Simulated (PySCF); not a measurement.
This script is equivalent to a calculation on Ge³⁺ (germanium, charge +3).

```python
from pyscf import gto, scf, dft, mp, cc
import basis_set_exchange as bse
txt = bse.get_basis("cc-pVTZ-PP", elements=["Ge"], fmt="nwchem", header=False)
cut = txt.index("\nECP")
mol = gto.M(atom="Ge 0 0 0", charge=3, spin=1, symmetry="D2h",
            basis=gto.basis.parse(txt[:cut]),
            ecp={"Ge": gto.basis.parse_ecp(txt[cut:])})
mf = dft.UKS(mol, xc="PBE")
mf.irrep_nelec = {'Ag': (4, 3), 'B1g': (1, 1), 'B2g': (1, 1), 'B3g': (1, 1), 'B1u': (1, 1), 'B2u': (1, 1), 'B3u': (1, 1)}
mf.kernel()
```

What total energy does it give?

-292.402 hartree (calculated).

Which occupied shell lies highest, and where?

4s α, at -41.046 eV.

What is ⟨S²⟩, and what would a pure spin state give?

0.750, against 0.75.

Energies and moments cover only the electrons outside the core potential.
